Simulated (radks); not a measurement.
Values are calculated unless marked as measured or tabulated.
The nuclear charge of neutral thulium is varied continuously with 69 electrons held in [Xe] 4f13 6s2. Level of theory: scalar-relativistic Kohn-Sham, BLYP, spin-polarised, spherical densities, finite nucleus; open shells are filled with parallel spins first (spin-orbit coupling, left out, can overturn this in heavy ions); Fermi nuclear charge, rms radius 5.2256 fm (a radial shooting solver on a logarithmic mesh with Libxc functionals). By the Hellmann-Feynman theorem dE/dZ = E(electron-nucleus)/Z, the electronic potential at the nucleus (averaged over a nucleus of fixed radius). The scalar-relativistic energy here is not variational (the density holds large components alone), so the two differ by a part that grows with Z.

| Z | E (hartree) | E(electron-nucleus)/Z (hartree) | HOMO | e(HOMO) (eV) | <r> HOMO (bohr) |
|---|---|---|---|---|---|
| 69 | -13566.8889 | -483.219 | 4f | -2.489 | 0.8191 |
| 69.25 | -13688.8370 | -485.861 | 6s | -5.340 | 3.752 |
| 69.5 | -13811.4561 | -488.500 | 6s | -7.059 | 3.578 |
| 69.75 | -13934.7460 | -491.138 | 6s | -8.896 | 3.429 |
| 70 | -14058.7065 | -493.776 | 6s | -10.840 | 3.298 |

 No converged solution with all levels bound was reached at Z = 68.75.
